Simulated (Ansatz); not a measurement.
Consider the ligand exchange at the Si–N bond: `CN([SiH2]O)[SiH](O)F` + `N[SiH](O)F` → `O[Si@@H](F)N[Si@@H](O)F` + `CN[SiH2]O`.

Computed with Ansatz on PBE0-D4/def2-TZVP structures; ΔE is electronic, products minus reactants. CBS: MP2 limit from def2 TZ/QZ plus the TZ coupled-cluster correction, frozen cores. This one scheme is used for every species. DFT in def2-TZVPP. Each species was taken in one conformer, which may not be the lowest.

| species | r2SCAN-D4 energy (Eh) |
| --- | --- |
| `CN([SiH2]O)[SiH](O)F` | -927.13201 |
| `N[SiH](O)F` | -521.86203 |
| `O[Si@@H](F)N[Si@@H](O)F` | -987.17987 |
| `CN[SiH2]O` | -461.81619 |

Task: Work out ΔE.

Result: ΔE = (-987.17987) + (-461.81619) − (-927.13201) − (-521.86203) = -0.00202 Eh = -5.3 kJ/mol. CCSD(T)/CBS gives -4.6 kJ/mol.

Largest T1 diagnostic among the species: 0.012.

In def2-TZVPP, CCSD(T) changes the Hartree–Fock value by +9.4 kJ/mol (the triples alone add +1.5 kJ/mol) and MP2 by +10.5 kJ/mol. The D4 term adds +5.8 kJ/mol with B3LYP and +3.1 kJ/mol with PBE0; it sums over pairs of atoms, weighted by their polarisabilities, and B3LYP, whose exchange is more repulsive, gets the larger term.

B3LYP here is the variant with VWN-RPA as its local correlation; programs differ in this.
